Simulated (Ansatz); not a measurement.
Species: CH₆OSi₂, SMILES `CO[SiH]=[SiH2]` (C–O–Si–Si torsion 142°) (charge 0, multiplicity 1).

Problem. Give a relaxed geometry from Ansatz (an electronic-structure program) with B3LYP-D3(BJ)/def2-TZVP.

Solution. Several could match; the one computed here: the end point of this relaxation, one of several conformers (outside a Z-matrix the atoms follow the SMILES, hydrogens last).
Bonded distances (Å): C1–O2 1.423, C1–H5 1.093, C1–H6 1.090, C1–H7 1.091, O2–Si3 1.631, Si3–Si4 2.218, Si3–H8 1.493, Si4–H9 1.494, Si4–H10 1.491. Angles (°): O2–C1–H5 111.5, O2–C1–H6 108.6, O2–C1–H7 109.1, H5–C1–H6 109.3, H5–C1–H7 109.1, H6–C1–H7 109.2, C1–O2–Si3 128.2, O2–Si3–Si4 123.5, O2–Si3–H8 107.6, Si4–Si3–H8 120.7, Si3–Si4–H9 102.7, Si3–Si4–H10 109.0, H9–Si4–H10 107.6.
